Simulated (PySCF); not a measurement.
C₂H₈OSn, SMILES C[O][SnH2][CH3].

The structure is a stationary point at B3LYP-D3(BJ)/def2-SVP. The structure was generated by enumeration; whether it is a known compound was not checked. The def2 effective core potentials stand for the cores of Sn; spin–orbit coupling is left out. Other conformers were not sampled.

Method: HF/def2-TZVP in PySCF.

The molecule is in vacuum.

Computed frontier levels, gap, dipole moment and polarisability:
| Property | Result |
|---|---|
| highest occupied level | -10.89 eV |
| lowest empty level | 2.39 eV |
| orbital gap | 13.28 eV |
| dipole moment | 2.25 D |
| quadrupole, principal values (traceless, Buckingham form, about the centre of nuclear charge) | -4.14, 0.18, 3.96 D·Å |
| mean static polarisability | 63.6 bohr³ (9.42 Å³) |
| polarisability, principal values | 57.7, 65.1, 67.9 bohr³ |
